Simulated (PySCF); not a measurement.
PySCF input (M06-2X/def2-TZVPD):

```python
from pyscf import gto, scf, dft

mol = gto.M(
    atom='''
    Sr   -0.00000000   -0.00000000   -0.38660307
    F     0.00000000    0.00000000    1.63232406
    ''',
    basis='def2-tzvpd',
    ecp='def2-tzvp',
    charge=0,
    spin=1,
    symmetry='C2v',
    verbose=4,
)

mf = dft.UKS(mol, xc='m062x').density_fit(auxbasis='def2-universal-jkfit')
mf.grids.level = 4
mf.conv_tol = 1e-9
mf.max_cycle = 100
mf.max_memory = 1500
mf.kernel()
if not mf.converged:
    mf = mf.newton()
    mf.kernel(mf.make_rdm1())
mf.analyze()
```

End of the output:

```
Extra cycle  E= -130.549230714589  delta_E= -3.63e-11  |g|= 6.15e-06  |ddm|= 4.29e-05
converged SCF energy = -130.549230714589  <S^2> = 0.75028988  2S+1 = 2.0002899
**** SCF Summaries ****
Total Energy =                        -130.549230714589271
Nuclear Repulsion Energy =              23.589731533698298
One-electron Energy =                 -238.041385152331173
Two-electron Energy =                   83.902422904043590
Two-electron Coulomb Energy =           98.643871315492461
DFT Exchange-Correlation Energy =      -14.741448411448868
HOMO-LUMO gap [eV] =                     2.587173954787203
Wave-function symmetry = A1
alpha occupancy for each irrep:     A1   A2   B1   B2
                                     6    0    2    2
beta  occupancy for each irrep:     A1   A2   B1   B2
                                     5    0    2    2
**** MO energy ****
alpha MO #1 (A1 #1), energy= -25.1279489298047 occ= 1
alpha MO #2 (A1 #2), energy= -1.68121515196829 occ= 1
alpha MO #3 (A1 #3), energy= -1.20896626927326 occ= 1
alpha MO #4 (B1 #1), energy= -0.945512950595885 occ= 1
alpha MO #5 (B2 #1), energy= -0.945512950595884 occ= 1
alpha MO #6 (A1 #4), energy= -0.923361306413469 occ= 1
alpha MO #7 (B1 #2), energy= -0.421166153182304 occ= 1
alpha MO #8 (B2 #2), energy= -0.421166153182302 occ= 1
alpha MO #9 (A1 #5), energy= -0.420872445637897 occ= 1
alpha MO #10 (A1 #6), energy= -0.166681177527551 occ= 1
alpha MO #11 (B1 #3), energy= -0.0150186899801399 occ= 0
alpha MO #12 (B2 #3), energy= -0.0150186899801408 occ= 0
alpha MO #13 (A1 #7), energy= 0.0010300780541607 occ= 0
alpha MO #14 (A1 #8), energy= 0.0214575813201556 occ= 0
alpha MO #15 (A2 #1), energy= 0.0214581452472389 occ= 0
alpha MO #16 (B1 #4), energy= 0.0536310637809231 occ= 0
alpha MO #17 (B2 #4), energy= 0.053631063780921 occ= 0
alpha MO #18 (A1 #9), energy= 0.0635907295184098 occ= 0
alpha MO #19 (A1 #10), energy= 0.0836084508097804 occ= 0
alpha MO #20 (B1 #5), energy= 0.132449735804052 occ= 0
alpha MO #21 (B2 #5), energy= 0.132449735804047 occ= 0
alpha MO #22 (A1 #11), energy= 0.136282951491713 occ= 0
alpha MO #23 (B1 #6), energy= 0.139589438854426 occ= 0
alpha MO #24 (B2 #6), energy= 0.139589438854426 occ= 0
alpha MO #25 (A1 #12), energy= 0.141580704122332 occ= 0
alpha MO #26 (A2 #2), energy= 0.141580919643082 occ= 0
alpha MO #27 (A1 #13), energy= 0.175397739492442 occ= 0
alpha MO #28 (B1 #7), energy= 0.21743030835633 occ= 0
alpha MO #29 (B2 #7), energy= 0.217430308356314 occ= 0
alpha MO #30 (A1 #14), energy= 0.224850688097496 occ= 0
alpha MO #31 (A1 #15), energy= 0.393006860847422 occ= 0
alpha MO #32 (A2 #3), energy= 0.545589710128575 occ= 0
alpha MO #33 (A1 #16), energy= 0.545607158750449 occ= 0
alpha MO #34 (B1 #8), energy= 0.554604729934198 occ= 0
alpha MO #35 (B2 #8), energy= 0.554604729934197 occ= 0
alpha MO #36 (A1 #17), energy= 0.569517004762322 occ= 0
alpha MO #37 (A2 #4), energy= 0.589603149102597 occ= 0
alpha MO #38 (A1 #18), energy= 0.589604633472783 occ= 0
alpha MO #39 (B1 #9), energy= 0.698634865774245 occ= 0
alpha MO #40 (B2 #9), energy= 0.698634865774242 occ= 0
alpha MO #41 (A1 #19), energy= 0.718640652479039 occ= 0
alpha MO #42 (B1 #10), energy= 0.846957173765727 occ= 0
alpha MO #43 (B2 #10), energy= 0.846957173765729 occ= 0
alpha MO #44 (A1 #20), energy= 0.857154251169177 occ= 0
alpha MO #45 (B1 #11), energy= 0.941686767142422 occ= 0
alpha MO #46 (B2 #11), energy= 0.941686767142416 occ= 0
alpha MO #47 (A1 #21), energy= 0.971474628946396 occ= 0
alpha MO #48 (A1 #22), energy= 1.18861489697771 occ= 0
alpha MO #49 (A1 #23), energy= 1.50404466133871 occ= 0
alpha MO #50 (A2 #5), energy= 2.36376060468646 occ= 0
alpha MO #51 (A1 #24), energy= 2.36386808451935 occ= 0
alpha MO #52 (B1 #12), energy= 2.4079456706499 occ= 0
alpha MO #53 (B2 #12), energy= 2.4079456706499 occ= 0
alpha MO #54 (A1 #25), energy= 2.44036733472144 occ= 0
alpha MO #55 (B1 #13), energy= 3.49417259124223 occ= 0
alpha MO #56 (B2 #13), energy= 3.49417259124225 occ= 0
alpha MO #57 (A1 #26), energy= 3.67196706542778 occ= 0
alpha MO #58 (A1 #27), energy= 4.14749661723657 occ= 0
alpha MO #59 (B1 #14), energy= 7.00399662963025 occ= 0
alpha MO #60 (B2 #14), energy= 7.00399662963025 occ= 0
alpha MO #61 (A2 #6), energy= 7.0049572823123 occ= 0
alpha MO #62 (A1 #28), energy= 7.00512753312813 occ= 0
alpha MO #63 (B1 #15), energy= 7.01630305003942 occ= 0
alpha MO #64 (B2 #15), energy= 7.01630305003942 occ= 0
alpha MO #65 (A1 #29), energy= 7.05378251427639 occ= 0
alpha MO #66 (A1 #30), energy= 8.54815872488336 occ= 0
alpha MO #67 (A2 #7), energy= 8.54820557072857 occ= 0
alpha MO #68 (B1 #16), energy= 8.58239061436559 occ= 0
alpha MO #69 (B2 #16), energy= 8.58239061436559 occ= 0
alpha MO #70 (A1 #31), energy= 8.60462694786819 occ= 0
alpha MO #71 (A1 #32), energy= 17.4676220351903 occ= 0
alpha MO #72 (A1 #33), energy= 57.2103099628575 occ= 0
alpha MO #73 (A1 #34), energy= 69.7864476166941 occ= 0
beta  MO #1 (A1 #1), energy= -25.127458041707 occ= 1
beta  MO #2 (A1 #2), energy= -1.67760893432651 occ= 1
beta  MO #3 (A1 #3), energy= -1.20763173363869 occ= 1
beta  MO #4 (B1 #1), energy= -0.945432217988326 occ= 1
beta  MO #5 (B2 #1), energy= -0.945432217988326 occ= 1
beta  MO #6 (A1 #4), energy= -0.922284263089267 occ= 1
beta  MO #7 (B1 #2), energy= -0.420380614085497 occ= 1
beta  MO #8 (B2 #2), energy= -0.420380614085495 occ= 1
beta  MO #9 (A1 #5), energy= -0.41932405072005 occ= 1
beta  MO #10 (A1 #6), energy= -0.0716042875490075 occ= 0
beta  MO #11 (A1 #7), energy= 0.00910991648556594 occ= 0
beta  MO #12 (A2 #1), energy= 0.0150725182836922 occ= 0
beta  MO #13 (A1 #8), energy= 0.0151051637967335 occ= 0
beta  MO #14 (B1 #3), energy= 0.0229939626766102 occ= 0
beta  MO #15 (B2 #3), energy= 0.0229939626766091 occ= 0
beta  MO #16 (B1 #4), energy= 0.0528489828537408 occ= 0
beta  MO #17 (B2 #4), energy= 0.0528489828537417 occ= 0
beta  MO #18 (A1 #9), energy= 0.0638998406514925 occ= 0
beta  MO #19 (B1 #5), energy= 0.149414534632546 occ= 0
beta  MO #20 (B2 #5), energy= 0.149414534632543 occ= 0
beta  MO #21 (A1 #10), energy= 0.163108421890626 occ= 0
beta  MO #22 (A1 #11), energy= 0.206534923042354 occ= 0
beta  MO #23 (A1 #12), energy= 0.210153616849015 occ= 0
beta  MO #24 (B1 #6), energy= 0.214131228724528 occ= 0
beta  MO #25 (B2 #6), energy= 0.214131228724522 occ= 0
beta  MO #26 (A2 #2), energy= 0.22595720088601 occ= 0
beta  MO #27 (A1 #13), energy= 0.22653128119982 occ= 0
beta  MO #28 (B1 #7), energy= 0.259539661639245 occ= 0
beta  MO #29 (B2 #7), energy= 0.259539661639232 occ= 0
[...]
```

This state (charge 0, doublet) is run at the relaxed geometry of the species with charge 1 and multiplicity 1.
